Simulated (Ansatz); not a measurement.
Relaxation of CH8AlSbSi (12 atoms, charge 0, multiplicity 1), to a largest force component of 0.015 eV/Å in at most 40 steps.

Level of theory: Ansatz, RKS PBE-D4/def2-SVP.

```xyz
12
Properties=species:S:1:pos:R:3:forces:R:3
C -1.217 0.835 0.251 -1.91 2.05 -0.19
Si -0.225 -0.504 -0.458 1.04 -0.45 0.06
Al 1.604 0.415 -1.601 1.31 -0.11 0.11
Sb 0.664 -1.948 1.425 0.12 -1.36 -0.01
H -2.134 0.442 0.757 0.27 0.21 0.05
H -0.658 1.497 0.945 -0.05 -0.18 0.11
H -1.595 1.530 -0.584 0.31 -0.66 0.75
H -0.988 -1.285 -1.398 -0.87 -0.78 -0.76
H 1.416 1.410 -2.786 -0.03 0.44 -0.55
H 3.118 0.059 -1.079 -0.29 0.13 -0.19
H 2.279 -1.905 0.770 -0.09 0.00 0.07
H 0.315 -3.434 0.436 0.19 0.70 0.57
```

Question: Where does it end, and by what steps?

Answer: The run converged. After 32 steps the energy has fallen by 0.705 eV; H9 moved furthest, 2.42 Å. Joined: Al3–Sb4.

```csv
step,energy less start (eV),largest force component (eV/Å),accepted
0,0.0000,2.045,yes
2,-0.3299,1.066,yes
4,-0.3931,0.088,yes
6,-0.4030,0.299,yes
8,-0.4207,0.109,yes
10,-0.4383,0.302,yes
12,-0.4676,0.406,yes
14,-0.5185,0.107,yes
16,-0.5473,0.263,yes
18,-0.5744,0.235,yes
20,-0.5876,0.106,yes
22,-0.5966,0.115,yes
24,-0.6406,0.364,yes
26,-0.6818,0.196,yes
28,-0.6810,0.268,no
30,-0.7042,0.038,yes
32,-0.7046,0.013,yes
```

```xyz
12
Properties=species:S:1:pos:R:3
C -1.366 0.981 0.540
Si -0.503 -0.222 -0.653
Al 1.806 0.015 -1.321
Sb 0.762 -2.083 0.777
H -2.148 0.481 1.145
H -0.626 1.442 1.225
H -1.844 1.799 -0.038
H -1.508 -1.002 -1.462
H 2.376 -0.800 -2.575
H 2.659 1.088 -0.486
H 2.290 -1.421 0.099
H 0.679 -3.168 -0.572
```

Time of the run: 93 s on 2 threads of Arm Neoverse V1, on a shared host, peak memory 0.16 GiB.
